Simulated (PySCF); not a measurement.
**2 SrH₂ → Sr₂H₄**

Level: PBE0 in the def2-TZVP basis family, computed in PySCF with density fitting; scalar-relativistic core potentials for atoms from Rb on, none lighter, no spin–orbit coupling; open shells unrestricted.

```csv
species,state and structure,E (Eh),ZPE (kJ/mol),H(298 K) − H(0) (kJ/mol),S° (J/(mol K))
SrH₂,"singlet, C2v, Sr–H 2.159 Å (×2); H–Sr–H 124.3°",-31.82977,16.4,11.0,233.5
Sr₂H₄,"singlet, C2h, Sr–H 2.170 Å (×2), Sr–H 2.335 Å (×4); H–Sr–H 74.2° (×2), H–Sr–H 124.2° (×4), Sr–H–Sr 105.8° (×2)",-63.74018,44.9,18.8,333.6
```

Q: What is the electronic reaction energy?

A: At PBE0/def2-TZVP, ΔE = -211.7 kJ/mol from the differences of the total energies times 2625.5, downhill.

Q: Add zero-point, thermal and entropy terms for 298.15 K and 1 bar.

A: ΔZPE = 12.1 and Δ[H(298) − H(0)] = -3.2 kJ/mol give ΔH° = -202.8 kJ/mol. ΔS° = -133.4 J/(mol K), so ΔG° = -202.8 − 298.15 × (-0.1334) = -163 kJ/mol. ΔG° would change sign near 1520 K if ΔH° and ΔS° stayed fixed.

Each species is the lowest minimum found with this bonding; other isomers or fragments can lie lower.
